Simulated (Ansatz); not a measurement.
Relaxation of C$_{2}$H$_{3}$BOS (8 atoms, charge 0, multiplicity 1), to a largest force component of 0.02 eV/Å in at most 50 steps.

Theory: RKS PBE-D4/def2-SVP in Ansatz 0.2.0.

```xyz
8
Properties=species:S:1:pos:R:3:forces:R:3
B -0.275 1.157 0.058 0.89 -0.70 0.64
C 0.588 -0.009 0.552 -0.13 0.91 0.13
C 0.219 -1.132 -0.104 -0.49 -0.18 -0.52
S -1.052 -0.865 -1.233 -0.11 -1.26 -0.45
O -1.154 0.729 -0.891 -1.07 1.00 -0.74
H -0.303 2.287 0.342 -0.04 1.16 0.28
H 1.374 -0.035 1.288 0.56 0.01 0.54
H 0.603 -2.131 -0.011 0.39 -0.94 0.11
```

Where does it end, and by what steps?

It converged. After 5 steps the energy has fallen by 0.127 eV; H6 moved furthest, 0.05 Å.

```
step  energy less start (eV)  largest force component (eV/Å)  accepted
   0                  0.0000                           1.265       yes
   1                 -0.0989                           0.802       yes
   2                 -0.1245                           0.266       yes
   3                 -0.1252                           0.195       yes
   4                 -0.1252                           0.101       yes
   5                 -0.1268                           0.010       yes
```

```xyz
8
Properties=species:S:1:pos:R:3
B -0.269 1.162 0.063
C 0.589 -0.006 0.556
C 0.215 -1.148 -0.112
S -1.061 -0.897 -1.249
O -1.183 0.754 -0.912
H -0.301 2.338 0.356
H 1.391 -0.033 1.307
H 0.619 -2.169 -0.010
```

Time of the run: 6.9 s on 2 threads of Intel(R) Xeon(R) Platinum 8488C (Sapphire Rapids), with other jobs on the host, peak memory 0.18 GiB.
